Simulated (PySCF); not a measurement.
# How methods differ on the excitation energy of Sn

Sn [Kr] 4d10 5s2 5p2 (3P) → Sn [Kr] 4d10 5s1 5p2 6s1 (5P), as a difference of total energies. Calculation: PySCF 2.14, in aug-cc-pwCVTZ-DK3; the spin-free X2C one-electron Hamiltonian (Gaussian nucleus). Correlated levels: valence: [Kr] 4d10 frozen. The calculations carry no spin-orbit coupling.

| method | excitation energy (cm⁻¹) |
| --- | --- |
| UHF | 66345 |
| MP2 (valence) | 73280 |
| SCS-MP2 (valence) | 75707 |
| CCSD (valence) | 74713 |
| CCSD(T) (valence) | 75013 |

The upper state lies above the first ionisation limit, but in LS coupling its spin forbids autoionisation to the ground ion; at this Z spin-orbit coupling breaks that rule. A Rydberg-like electron needs more diffuse functions than a valence basis has.

The promoted electron is Rydberg-like, and one or two diffuse shells describe it only roughly, which tends to raise the upper state.
